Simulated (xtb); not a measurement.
BBrH₃N, SMILES NBBr. All values are semi-empirical tight-binding results from xtb (GFN2-xTB unless named), good for trends rather than for accurate numbers. Geometry optimised at GFN2-xTB. The values are those of a single conformer.

Computed properties:
```
Item                                            Value
--------------------------------------  -------------
point group as xtb finds it                        Cs
orbital gap                                   5.07 eV
zero-point energy                       24.8 kcal/mol
G − E(el) at 298.15 K (modified RRHO)    8.0 kcal/mol
static polarisability (D4 model)           44.4 bohr³
solvation energy, GFN2-xTB/ALPB(water)  -5.1 kcal/mol
solvation energy, GFN2-xTB/ALPB(chcl3)  -5.0 kcal/mol
```
